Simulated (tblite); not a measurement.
Record of a relaxation.

C10H7Cl.
Numbering: `[Cl:1][c:2]1[cH:3][cH:4][c:5]2[cH:6][cH:7][cH:8][cH:9][c:10]2[cH:11]1` (hydrogens: H12 on C3; H13 on C4; H14 on C6; H15 on C7; H16 on C8; H17 on C9; H18 on C11)

Computed with GFN2-xTB (tblite), gas phase: L-BFGS steps from a force-field or distance-geometry start until the largest atomic force falls under 0.01 eV/Å. 10 of its 13 geometries are shown.

Step 0: E = -803.3644 eV, largest atomic force 1.705 eV/Å
```
atom  x, y, z in Å  |  force x, y, z in eV/Å
Cl1    -3.721   -1.853   -0.401   -0.269  -0.097  -0.039
C2     -2.330   -0.873   -0.200    1.498  -0.812  -0.062
C3     -2.452    0.472    0.105    0.067   1.496   0.193
C4     -1.323    1.273    0.263   -1.075  -0.676   0.063
C5     -0.041    0.706    0.158   -0.100   0.515  -0.033
C6      1.111    1.487    0.316    1.576  -0.133   0.000
C7      2.385    0.922    0.192   -0.981   0.804   0.233
C8      2.521   -0.431   -0.092   -1.144  -1.024  -0.222
C9      1.382   -1.229   -0.265    0.996   0.838   0.217
C10     0.089   -0.671   -0.142    0.334  -0.513  -0.139
C11    -1.064   -1.454   -0.316   -1.046   0.037  -0.009
H12    -3.451    0.920    0.199    0.512  -0.259  -0.049
H13    -1.449    2.324    0.509    0.116  -0.247  -0.103
H14     1.040    2.547    0.544   -0.145  -0.244  -0.062
H15     3.267    1.543    0.330   -0.226  -0.148  -0.054
H16     3.500   -0.878   -0.179   -0.013   0.027  -0.015
H17     1.502   -2.280   -0.491   -0.096   0.057   0.013
H18    -0.976   -2.517   -0.543   -0.001   0.378   0.068
```

Step 1: E = -803.4556 eV, largest atomic force 0.662 eV/Å
```
atom  x, y, z in Å  |  force x, y, z in eV/Å
Cl1    -3.724   -1.855   -0.401   -0.055   0.042  -0.008
C2     -2.308   -0.885   -0.201   -0.186   0.597   0.217
C3     -2.451    0.494    0.107   -0.162  -0.513  -0.201
C4     -1.339    1.264    0.264    0.109   0.283   0.213
C5     -0.042    0.713    0.158    0.183  -0.301  -0.171
C6      1.133    1.485    0.316   -0.336   0.325   0.093
C7      2.371    0.933    0.196    0.401  -0.437  -0.044
C8      2.505   -0.446   -0.095    0.308   0.476   0.105
C9      1.396   -1.217   -0.262   -0.284  -0.506  -0.083
C10     0.094   -0.679   -0.144   -0.083   0.420   0.057
C11    -1.079   -1.454   -0.316    0.558  -0.293  -0.063
H12    -3.443    0.916    0.199    0.109  -0.072  -0.014
H13    -1.447    2.320    0.508    0.084  -0.276  -0.101
H14     1.038    2.544    0.544   -0.063  -0.181  -0.046
H15     3.264    1.541    0.330   -0.227  -0.163  -0.053
H16     3.500   -0.878   -0.180   -0.256   0.106   0.001
H17     1.501   -2.279   -0.490   -0.066   0.277   0.063
H18    -0.976   -2.512   -0.542   -0.035   0.215   0.035
```

Step 3: E = -803.4763 eV, largest atomic force 0.127 eV/Å
```
atom  x, y, z in Å  |  force x, y, z in eV/Å
Cl1    -3.726   -1.853   -0.402    0.025   0.083   0.005
C2     -2.307   -0.877   -0.197    0.084  -0.056   0.040
C3     -2.452    0.488    0.104    0.065   0.029  -0.031
C4     -1.337    1.264    0.268    0.045  -0.105   0.056
C5     -0.040    0.711    0.155    0.010   0.033  -0.044
C6      1.131    1.488    0.317    0.012  -0.039   0.001
C7      2.374    0.927    0.196   -0.091  -0.018   0.029
C8      2.506   -0.441   -0.094   -0.090  -0.035   0.000
C9      1.393   -1.222   -0.262   -0.006   0.070   0.026
C10     0.094   -0.674   -0.144    0.057   0.045  -0.022
C11    -1.071   -1.455   -0.317    0.051   0.079   0.020
H12    -3.441    0.914    0.198    0.043  -0.057  -0.017
H13    -1.445    2.315    0.505    0.052  -0.074  -0.040
H14     1.036    2.541    0.543   -0.063  -0.023  -0.009
H15     3.259    1.537    0.328   -0.062  -0.072  -0.025
H16     3.494   -0.875   -0.180   -0.089   0.044  -0.008
H17     1.499   -2.274   -0.489   -0.046   0.035   0.013
H18    -0.976   -2.508   -0.541    0.003   0.060   0.006
```

Step 4: E = -803.4800 eV, largest atomic force 0.102 eV/Å
```
atom  x, y, z in Å  |  force x, y, z in eV/Å
Cl1    -3.725   -1.849   -0.401    0.064   0.079   0.011
C2     -2.302   -0.877   -0.194    0.003  -0.100  -0.014
C3     -2.450    0.487    0.101    0.054   0.023   0.027
C4     -1.335    1.260    0.272    0.027  -0.016  -0.010
C5     -0.038    0.713    0.152    0.013  -0.015   0.008
C6      1.130    1.487    0.318   -0.029   0.017  -0.001
C7      2.372    0.925    0.197   -0.080   0.047   0.021
C8      2.503   -0.441   -0.093   -0.044  -0.037   0.003
C9      1.392   -1.220   -0.261   -0.004   0.010  -0.004
C10     0.097   -0.671   -0.145    0.000   0.010  -0.020
C11    -1.067   -1.452   -0.316   -0.031   0.019   0.011
H12    -3.438    0.911    0.197    0.010  -0.031  -0.016
H13    -1.442    2.310    0.503    0.038   0.000  -0.006
H14     1.032    2.539    0.542   -0.041   0.011   0.003
H15     3.255    1.533    0.327    0.018  -0.019  -0.005
H16     3.489   -0.873   -0.180    0.009  -0.004  -0.013
H17     1.496   -2.271   -0.488   -0.040  -0.020   0.003
H18    -0.976   -2.504   -0.541    0.033   0.026   0.004
```

Step 5: E = -803.4807 eV, largest atomic force 0.069 eV/Å
```
atom  x, y, z in Å  |  force x, y, z in eV/Å
Cl1    -3.724   -1.847   -0.401    0.042   0.054   0.008
C2     -2.301   -0.878   -0.194   -0.014  -0.034  -0.008
C3     -2.449    0.487    0.101    0.033  -0.002   0.030
C4     -1.334    1.259    0.272    0.010   0.006  -0.021
C5     -0.038    0.713    0.151    0.000  -0.026   0.014
C6      1.130    1.487    0.318   -0.020   0.034   0.002
C7      2.370    0.925    0.197   -0.042   0.028   0.010
C8      2.502   -0.441   -0.093   -0.024  -0.007   0.008
C9      1.391   -1.220   -0.261   -0.006  -0.009  -0.012
C10     0.097   -0.670   -0.145   -0.010   0.002  -0.014
C11    -1.066   -1.451   -0.316   -0.018  -0.022   0.000
H12    -3.437    0.910    0.197    0.015  -0.027  -0.015
H13    -1.441    2.309    0.502    0.034   0.016   0.001
H14     1.031    2.538    0.542   -0.039   0.023   0.006
H15     3.254    1.531    0.327    0.021  -0.011   0.000
H16     3.488   -0.872   -0.180    0.019  -0.008  -0.011
H17     1.495   -2.271   -0.488   -0.038  -0.031   0.000
H18    -0.976   -2.503   -0.541    0.039   0.016   0.003
```

Step 7: E = -803.4816 eV, largest atomic force 0.051 eV/Å
```
atom  x, y, z in Å  |  force x, y, z in eV/Å
Cl1    -3.722   -1.843   -0.401   -0.029  -0.006  -0.002
C2     -2.300   -0.879   -0.193    0.007   0.050   0.008
C3     -2.446    0.486    0.102   -0.004  -0.013   0.016
C4     -1.333    1.258    0.272   -0.011   0.024  -0.013
C5     -0.037    0.712    0.151   -0.008  -0.002   0.009
C6      1.128    1.488    0.318    0.002   0.016   0.004
C7      2.367    0.925    0.199    0.023  -0.010  -0.006
C8      2.500   -0.441   -0.092    0.008   0.016   0.004
C9      1.390   -1.221   -0.262   -0.003  -0.021  -0.012
C10     0.097   -0.669   -0.146   -0.005  -0.014   0.005
C11    -1.065   -1.451   -0.315    0.015  -0.031  -0.008
H12    -3.435    0.907    0.196    0.007  -0.012  -0.007
H13    -1.438    2.308    0.501    0.022   0.021   0.003
H14     1.027    2.540    0.542   -0.033   0.029   0.007
H15     3.254    1.529    0.326    0.005  -0.002   0.004
H16     3.486   -0.871   -0.181   -0.007   0.006  -0.002
H17     1.492   -2.272   -0.488   -0.025  -0.024  -0.002
H18    -0.973   -2.502   -0.541    0.036  -0.027  -0.007
```

Step 8: E = -803.4819 eV, largest atomic force 0.046 eV/Å
```
atom  x, y, z in Å  |  force x, y, z in eV/Å
Cl1    -3.721   -1.841   -0.401   -0.043  -0.017  -0.004
C2     -2.300   -0.879   -0.193    0.020   0.027   0.008
C3     -2.445    0.486    0.103   -0.014   0.002   0.003
C4     -1.332    1.259    0.272    0.002   0.022   0.001
C5     -0.037    0.712    0.152   -0.002   0.011  -0.001
C6      1.127    1.490    0.318    0.007   0.001   0.005
C7      2.366    0.926    0.199    0.025  -0.013  -0.008
C8      2.499   -0.441   -0.092    0.004   0.006  -0.005
C9      1.390   -1.221   -0.262    0.002  -0.011  -0.005
C10     0.097   -0.670   -0.147    0.006  -0.006   0.014
C11    -1.065   -1.451   -0.315    0.016  -0.014  -0.007
H12    -3.434    0.906    0.195   -0.006  -0.001   0.000
H13    -1.435    2.309    0.501    0.014   0.016   0.000
H14     1.024    2.541    0.543   -0.024   0.010   0.002
H15     3.254    1.528    0.326   -0.003   0.000   0.005
H16     3.486   -0.871   -0.182   -0.016   0.012   0.002
H17     1.490   -2.273   -0.488   -0.015  -0.010  -0.002
H18    -0.971   -2.502   -0.541    0.025  -0.036  -0.009
```

Step 9: E = -803.4821 eV, largest atomic force 0.035 eV/Å
```
atom  x, y, z in Å  |  force x, y, z in eV/Å
Cl1    -3.722   -1.840   -0.401   -0.033  -0.012  -0.003
C2     -2.299   -0.879   -0.193    0.008   0.004   0.006
C3     -2.445    0.486    0.104    0.006   0.011  -0.006
C4     -1.332    1.260    0.271   -0.003   0.004   0.008
C5     -0.037    0.712    0.152    0.006   0.013  -0.007
C6      1.127    1.490    0.318    0.015  -0.010   0.003
C7      2.366    0.926    0.199    0.006  -0.008  -0.005
C8      2.498   -0.441   -0.092   -0.002   0.000  -0.009
C9      1.390   -1.222   -0.263    0.000   0.000   0.003
C10     0.096   -0.670   -0.147    0.012   0.001   0.015
C11    -1.065   -1.452   -0.315    0.019  -0.010  -0.005
H12    -3.434    0.905    0.194   -0.018   0.006   0.004
H13    -1.434    2.310    0.501    0.008   0.016  -0.002
H14     1.022    2.542    0.543   -0.015  -0.006  -0.001
H15     3.254    1.528    0.326   -0.002   0.003   0.005
H16     3.486   -0.871   -0.182   -0.013   0.011   0.003
H17     1.488   -2.274   -0.488   -0.007   0.000  -0.001
H18    -0.969   -2.502   -0.541    0.014  -0.024  -0.008
```

Step 11: E = -803.4823 eV, largest atomic force 0.016 eV/Å
```
atom  x, y, z in Å  |  force x, y, z in eV/Å
Cl1    -3.724   -1.840   -0.401   -0.001   0.006   0.001
C2     -2.298   -0.879   -0.192   -0.006  -0.015  -0.001
C3     -2.444    0.486    0.104    0.008   0.004  -0.008
C4     -1.332    1.260    0.271   -0.003  -0.005   0.005
C5     -0.037    0.712    0.152    0.004   0.001  -0.003
C6      1.127    1.490    0.319    0.004  -0.008   0.000
C7      2.366    0.926    0.199   -0.006   0.004   0.000
C8      2.498   -0.441   -0.092    0.000  -0.001  -0.007
C9      1.390   -1.222   -0.263   -0.004   0.004   0.006
C10     0.097   -0.670   -0.146   -0.002   0.002   0.005
C11    -1.064   -1.453   -0.316    0.001  -0.002   0.002
H12    -3.434    0.904    0.194   -0.006   0.003   0.004
H13    -1.433    2.311    0.501    0.003   0.007  -0.004
H14     1.020    2.542    0.543   -0.001  -0.013  -0.002
H15     3.254    1.528    0.326    0.001   0.002   0.004
H16     3.485   -0.870   -0.182    0.002   0.002   0.000
H17     1.487   -2.275   -0.488    0.000   0.006   0.000
H18    -0.967   -2.504   -0.541    0.006   0.001  -0.002
```

Step 12: E = -803.4823 eV, largest atomic force 0.009 eV/Å
```
atom  x, y, z in Å  |  force x, y, z in eV/Å
Cl1    -3.724   -1.840   -0.401    0.003   0.007   0.002
C2     -2.298   -0.879   -0.192   -0.003  -0.007  -0.001
C3     -2.444    0.486    0.104   -0.001  -0.002  -0.005
C4     -1.332    1.260    0.272    0.001   0.000   0.002
C5     -0.037    0.712    0.152   -0.003  -0.003   0.000
C6      1.127    1.490    0.319   -0.003  -0.003  -0.001
C7      2.366    0.926    0.199    0.001   0.001  -0.001
C8      2.498   -0.441   -0.093   -0.001   0.001  -0.004
C9      1.390   -1.222   -0.263   -0.001   0.005   0.005
C10     0.097   -0.670   -0.146   -0.004   0.000   0.002
C11    -1.064   -1.453   -0.316   -0.006  -0.001   0.003
H12    -3.435    0.904    0.194    0.003   0.000   0.002
H13    -1.433    2.311    0.501    0.002   0.002  -0.004
H14     1.020    2.542    0.543    0.000  -0.009  -0.001
H15     3.254    1.528    0.326    0.001   0.001   0.003
H16     3.485   -0.870   -0.182    0.006   0.000  -0.002
H17     1.486   -2.275   -0.488    0.000   0.004   0.000
H18    -0.967   -2.504   -0.542    0.005   0.004  -0.001
```

Q: Summarise the path.

A: The energy falls by 0.1179 eV from step 0 to step 12; nine tenths of that is first reached at step 2. It falls at every step. The largest force goes from 1.705 to 0.009 eV/Å. Among the bonds C8–C9 changes most, from 1.402 to 1.367 Å; the atoms move by 0.018 Å rms after alignment.

The cost below is that of the whole relaxation. Time: 0.13 s. Hardware: one thread, Arm Neoverse V1 (aarch64), no GPU (shared host).
